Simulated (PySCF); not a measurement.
C$_{2}$H$_{6}$OZn, charge +1, doublet (typed; the unrestricted solution is spin-contaminated), geometry from GFN2-xTB (such geometries of metal compounds can be far from the true shape) (a state made from the parent by changing its charge; the spin is typed, not shown lowest).

Input for PySCF:
```python
from pyscf import gto, scf, dft

mol = gto.M(
    atom='''
Zn    0.660528    0.078930    0.313643
C    -0.279773   -0.973573   -1.305849
C    -1.663825   -0.509349   -1.220521
H    -0.103098   -2.013784   -1.029938
H     0.292173   -0.629144   -2.168047
H    -1.786687    0.555696   -1.436145
H    -2.171314   -0.801466   -0.296286
H    -2.227819   -1.025483   -2.020479
O    -0.279399    1.104988    1.328493
H     0.077703    1.603923    2.071895
''',
    basis='sto-3g',
    charge=1,
    spin=1,
    verbose=3,
)

mf = dft.UKS(mol)
mf.xc = 'b3lyp'
mf.grids.atom_grid = (99, 590)
mf.grids.prune = None
mf.kernel()
```

### Question
What does this run give for the total energy, number of basis functions?

### Answer

```
Property                           Value
-------------------------  -------------
total energy               -1911.5519 Eh
number of basis functions             39
```

These values belong to the state on which the SCF converged, which isn't shown to be the lowest.
